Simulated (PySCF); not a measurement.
Compound: C₅H₆N₂OS.
Atom-mapped SMILES: `[CH3:1][O:2][c:3]1[cH:4][cH:5][cH:6][n+:7]([S-:8])[n:9]1`

Cartesian coordinates in Å at the GFN2-xTB level; atoms count from 1:
```
atom  x, y, z in Å
C1    -2.4838   -0.9155   -0.0222
O2    -1.8175    0.3174    0.2011
C3    -0.4916    0.3073    0.1019
C4     0.2130    1.5060    0.3144
C5     1.5902    1.4346    0.1987
C6     2.1820    0.2302   -0.1098
N7     1.4289   -0.8789   -0.2994
S8     2.1080   -2.3200   -0.6663
N9     0.1075   -0.8290   -0.1921
H10   -3.5436   -0.7062    0.1017
H11   -2.1537   -1.6658    0.6978
H12   -2.2806   -1.2844   -1.0288
H13   -0.3142    2.4120    0.5517
H14    2.2066    2.3070    0.3465
H15    3.2445    0.0932   -0.2173
```

NICS is the negative of the GIAO shielding at a point without a nucleus: at the ring centre (0) and 1 Å above and below it (1); zz is the component along the ring normal. Level: GIAO PBE0/pcSseg-1 (PySCF, non-relativistic, gas phase) on the GFN2-xTB geometry, one conformer.

Ring bond lengths (Å), with Mayer bond orders in brackets: C3–C4 1.407 (1.24), C4–C5 1.384 (1.45), C5–C6 1.377 (1.39), C6–N7 1.354 (1.10), N7–N9 1.327 (1.16), N9–C3 1.318 (1.44).

Problem. What do the NICS probes read (ppm)?

Solution. 
```json
{"ring": "C3–C4–C5–C6–N7–N9", "type": "6-membered ring with 2 N; formal bonds all aromatic", "NICS(0)": "-3.2", "NICS(1), two faces": "-6.6 / -6.6", "NICS(1)zz, two faces": "-14.3 / -14.3", "rms pucker (Å)": "0.00", "centre to ring atoms, mean (Å)": "1.36"}
```

Problem. What can be read from them?

Solution. 
- C3–C4–C5–C6–N7–N9: mean NICS(1)zz -14.3 ppm, shielded.

Problem. And the bond-length index? Use HOMA with the parameters of Krygowski (1993).

Solution. 
- C3–C4–C5–C6–N7–N9: HOMA 0.96; the largest term is that of C3–C4, α(R − Ropt)² = 0.09.

Problem. What is the mean of the two in-plane components of NICS at the second NICS(1) probe listed for ring C3–C4–C5–C6–N7–N9, 1 Å off the ring?

Solution. The isotropic value is a third of the trace: (3 × -6.6 − (-14.3))/2 = -2.7 ppm.

Problem. List the ring angles and the Hirshfeld charges of the ring atoms.

Solution. 
- C3–C4–C5–C6–N7–N9: C3 122.7° (+0.140 e), C4 116.2° (-0.066 e), C5 119.4° (-0.029 e), C6 120.6° (+0.001 e), N7 120.8° (+0.080 e), N9 120.2° (-0.110 e); sum 720.0° against 720° for a flat convex ring.

Problem. How shielded are the nuclei of the rings and their hydrogens (means over atoms taken as equivalent)?

Solution. 
```
atoms                          environment  σ isotropic (ppm)  principal values of the symmetric part, first atom (ppm)
   C3       aromatic carbon bearing oxygen               16.6                                        -68.5, 12.4, 106.0
   C4                   aromatic CH carbon               74.2                                        -14.7, 61.5, 175.7
   C5                   aromatic CH carbon               49.6                                        -67.7, 44.2, 172.3
   C6  aromatic CH next to a ring nitrogen               39.3                                        -64.2, 61.9, 120.1
   N7                        ring nitrogen              -81.9                                     -249.2, -146.4, 149.9
   N9                        ring nitrogen              -93.3                                     -293.5, -150.4, 164.1
  H13                    aromatic hydrogen              25.18                                          22.6, 24.8, 28.2
  H14                    aromatic hydrogen              24.66                                          22.4, 24.0, 27.6
  H15                    aromatic hydrogen              22.51                                          19.1, 21.1, 27.3
```
